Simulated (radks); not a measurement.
Results of a calculation; reference values are marked as such.
Task: The table gives one normalised radial function P(r) = r R(r) (large component) of H in 2s1 (r in bohr). Level of theory: Dirac Kohn-Sham, PBE, spin-unpolarised, spherical densities, finite nucleus; Gaussian nuclear charge, rms radius 0.8783 fm (a radial shooting solver on a logarithmic mesh with Libxc functionals).

r,P
0.1294,0.0798
0.1726,0.1015
0.2283,0.1262
0.3045,0.1541
0.4029,0.1812
0.5374,0.2041
0.7111,0.2137
0.9484,0.1996
1.255,0.1505
1.674,0.0545
2.215,-0.0806
2.93,-0.2411
3.908,-0.3879
5.171,-0.4477
6.897,-0.3780
9.125,-0.2256
12.17,-0.0902
16.1,-0.0230

Which n and l does it have? It may be an empty orbital.

Result: n = 2, l = 0: the number of nodes gives n - l - 1 = 1, the rise at small r points to l (this Dirac orbital starts outside the nucleus as r^gamma with gamma = sqrt((l + 1)^2 - (Z/c)^2) = 1.00; the j = 1/2 orbital of l + 1 starts with the same power, but with a smaller coefficient, and then steepens), and the extent must fit the shell. The curve is that of 2s1/2. 2s1/2: eigenvalue -1.983 eV, 1 radial node at r = 1.89 bohr, <r> = 5.88 bohr, 90 % of the charge inside 8.85 bohr.
